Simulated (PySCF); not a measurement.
Sb(H)(SiH3)2 (H₇SbSi₂), SMILES [SiH3][SbH][SiH3].

The structure is a stationary point at r2SCAN-D4/def2-SVP. The def2 effective core potentials stand for the cores of Sb; spin–orbit coupling is left out.

The numbers are results of C-PCM-M06-2X/def2-SVP (PySCF), not measurements.

The values are the electrostatic part of the solvation free energy, E(continuum) − E(gas) at the gas-phase geometry, in a cavity of scaled van der Waals radii (PySCF's table); cavitation and dispersion terms are not included. A continuum can't describe solvent molecules that bind to the metal. In vacuum the orbital gap is 8.46 eV. The dipole moment in vacuum is 0.07 D.

```
solvent            ε  ΔG(elec) (kcal/mol)  dipole (D)  gap (eV)
-------------  -----  -------------------  ----------  --------
water          78.36                 -0.5        0.07      8.49
chlorobenzene   5.70                 -0.4        0.07      8.49
benzene         2.27                 -0.3        0.07      8.48
```
